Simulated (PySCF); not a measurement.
Compound: C4H8Si.
SMILES with atom numbers: `[SiH3:1][C@:2]12[CH2:3][C@H:4]1[CH2:5]2` (hydrogens: H6, H7, H8 on Si1; H9, H10 on C3; H11 on C4; H12, H13 on C5)

Computed, not measured: PySCF 2.14.0, PBE0-D3(BJ)/def2-SVP geometry optimisation, gas phase.

Question: List the bond lengths, angles and torsions at this level.

Answer: 
```tsv
bond	length (pm)
Si1–C2	184.9
C2–C3, C2–C5	150.7
C3–C4, C4–C5	148.5
C2–C4	149.0
Si1–H6, Si1–H7, Si1–H8	149.6
C3–H9, C5–H12	109.6
C3–H10, C5–H13	110.0
C4–H11	109.0
```

Bonds in one row agree within 1 pm and their mean is given. A selection of angles:
```tsv
angle	degrees
C2–Si1–H6	109.4
C2–Si1–H8	112.2
H6–Si1–H7	109.3
H6–Si1–H8	108.3
Si1–C2–C3	131.3
Si1–C2–C4	131.1
C3–C2–C4	59.4
C3–C2–C5	96.3
C2–C3–C4	59.7
C2–C3–H9	117.0
C2–C3–H10	118.6
C4–C3–H9	117.6
C4–C3–H10	119.0
H9–C3–H10	114.4
C3–C4–C5	98.2
C3–C4–H11	130.5
C2–C4–C3	60.9
C2–C4–H11	130.1
```

Torsions: Si1–C2–C3–C4 -120° (anticlinal); C2–C3–C4–C5 -50° (synclinal); C3–C4–C5–C2 50° (synclinal); Si1–C2–C4–C3 120° (anticlinal); Si1–C2–C5–C4 120° (anticlinal).

Si1 (SiH3 silicon) is tetrahedral (angles from 108.2° to 112.2°). Of the pairs four or more bonds apart, H10···H13 is among the closest relative to their van der Waals radii: 2.38 Å, 99 % of the sum of Bondi's values. The 5 C–C bonds span 1.485 Å (C4–C5, drawn single) to 1.507 Å (C2–C5, drawn single), a spread of 0.022 Å. The 3-membered ring C2–C3–C4 has internal angles of 59.4° to 60.9°. The 3-membered ring C2–C4–C5 has internal angles of 59.4° to 60.9°.

Point group: Cs (tolerance 0.08 Å). PBE0-D3(BJ)/def2-SVP frequencies: not computed here.

On an Intel Xeon Platinum 8488C with one thread, no GPU, shared host, this took 51 s of wall time and 0.48 GiB of memory at its peak. These figures are those of the optimisation.
